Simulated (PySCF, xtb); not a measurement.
C4H10OSi, SMILES C[C@]1([SiH3])OCC1.

Harmonic wavenumbers (cm⁻¹) from GFN2-xTB in xtb 6.7.1 at its own minimum, in rising order: 94, 108, 181, 199, 226, 341, 360, 526, 555, 574, 753, 778, 780, 787, 824, 916, 942, 977, 1048, 1069, 1109, 1126, 1167, 1181, 1209, 1239, 1274, 1397, 1472, 1478, 1492, 1500, 2241, 2273, 2306, 2909, 2939, 3000, 3009, 3010, 3027, 3039.

Q: What does PBE-D3(BJ)/def2-SVP (PySCF) give at its own minimum? (The exact figures need the calculation; the answer reports its results.)

A: 107, 158, 202, 204, 231, 331, 342, 516, 605, 618, 717, 802, 840, 876, 882, 908, 913, 958, 972, 1008, 1061, 1120, 1153, 1159, 1188, 1216, 1297, 1331, 1396, 1408, 1418, 1455, 2141, 2167, 2178, 2937, 2958, 2992, 2999, 3049, 3060, 3062. Paired by order, the mean absolute difference is 40 cm⁻¹ and the zero-point energies are 79.3 and 78.5 kcal/mol.
